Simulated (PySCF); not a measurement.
These 2 structures share the formula C3H7Al. Computed with PySCF, PBE0-D3(BJ)/def2-SVP geometry optimisation, gas phase. Energies are electronic, without zero-point or thermal terms, for one conformer each. No frequencies were run at this level. Point groups hold within 0.08 Å.

Question: Order them by energy at this level, lowest first, and give relative energies in kcal/mol.
A. `[CH2:1]=[CH:2][CH2:3][AlH2:4]` with C1–C2–C3–Al4 -5°, C2–C3–Al4–H -84° and 97°
B. `C=[C](C)[AlH2]`

Answer: B (0.0), A (4.0).

```tsv
SMILES	E (Eh)	E rel (kcal/mol)	dipole (D)	point group	A, B, C (MHz)
C=[C](C)[AlH2]	-360.49511	0.0	0.85	Cs	9068, 4169, 2907
C=C[CH2][AlH2]	-360.48866	4.0	1.06	near Cs	10986, 3772, 2986
```

Question: How do the relative energies change in single points at PBE0/pcSseg-1 (no added dispersion term) on the same geometries?

Answer: 
```
        SMILES  PBE0-D3(BJ)/def2-SVP (kcal/mol)  PBE0/pcSseg-1 (kcal/mol)  shift
C=[C](C)[AlH2]                              0.0                       0.0    0.0
C=C[CH2][AlH2]                              4.0                       4.3   +0.3
```

Each column counts from its own lowest isomer. The order is unchanged; the largest shift is 0.3 kcal/mol.

Question: As an exercise, what shares would exp(−E/RT) give at 1000 K from these electronic energies alone (no entropy, no degeneracies)?

Answer: RT = 1.987 kcal/mol: C=[C](C)[AlH2] 88.4 %, C=C[CH2][AlH2] 11.6 %.
